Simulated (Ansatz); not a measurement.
Total energies of (H2Al-mu-SH)2 (Al2H6S2) from Ansatz at PBE0-D4/def2-TZVP, gas phase (1 Eh = 27.2114 eV = 2625.5 kJ/mol). The reference geometry is relaxed at B3LYP-D4/def2-SVP.

```json
{"state": "charge 0 singlet", "geometry": "reference", "energy (Eh)": "-1284.49440"}
{"state": "charge 1 doublet", "geometry": "reference", "energy (Eh)": "-1284.12187"}
{"state": "charge 1 doublet", "geometry": "relaxed at B3LYP-D4/def2-SVP", "energy (Eh)": "-1284.13141"}
{"state": "free Al atom (doublet)", "geometry": "–", "energy (Eh)": "-242.24894"}
{"state": "free H atom (doublet)", "geometry": "–", "energy (Eh)": "-0.50104"}
{"state": "free S atom (triplet)", "geometry": "–", "energy (Eh)": "-397.97371"}
```

Question: Work out the vertical ionisation energy to the doublet.

Answer: E(charge 1 doublet) − E(charge 0 singlet) = -1284.12187 − (-1284.49440) = 0.37253 Eh = 10.14 eV. For comparison, −ε of the highest occupied level is 8.35 eV at this level, 1.79 eV less.

Question: How much does the charge 1 doublet relax, and what is the adiabatic ionisation energy?

Answer: Relaxation: -1284.12187 − (-1284.13141) = 0.00954 Eh = 0.26 eV. Adiabatic ionisation energy: 0.36299 Eh = 9.88 eV, without zero-point energy. 

Question: What is the binding energy per atom against free atoms?

Answer: Atoms: 2 × (-242.24894) + 6 × (-0.50104) + 2 × (-397.97371) = -1283.45154 Eh. Binding: -1283.45154 − (-1284.49440) = 1.04286 Eh = 28.38 eV, or 2.84 eV for each of 10 atoms (no zero-point energy, no counterpoise term).
